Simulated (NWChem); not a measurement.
# C3H4F2O; SMILES CC(F)(F)C=O

```xyz
10

C     -1.5122     0.3635     0.0000
C     -0.0075     0.3537     0.0000
F      0.4913     1.0073    -1.1057
F      0.4913     1.0073     1.1057
C      0.6508    -1.0413     0.0000
O      0.0342    -2.0815     0.0000
H     -1.8923    -0.1586     0.8974
H     -1.8683     1.4107     0.0000
H     -1.8923    -0.1586    -0.8974
H      1.7801    -0.9851     0.0000
```
Atoms are numbered in this order, from 1.

Computed with NWChem. Geometry: optimised at PBE-D3(BJ)/def2-SVP. Level: M05-2X/def2-SVP with COSMO at NWChem's default radii, gas-phase geometry; the question gives the dielectric constant.

Predict the results for dielectric constant 20.7. Quantities: electrostatic solvation energy (kcal/mol); dipole in solution (D).

electrostatic solvation energy (kcal/mol): -4.8
dipole in solution (D): 0.88
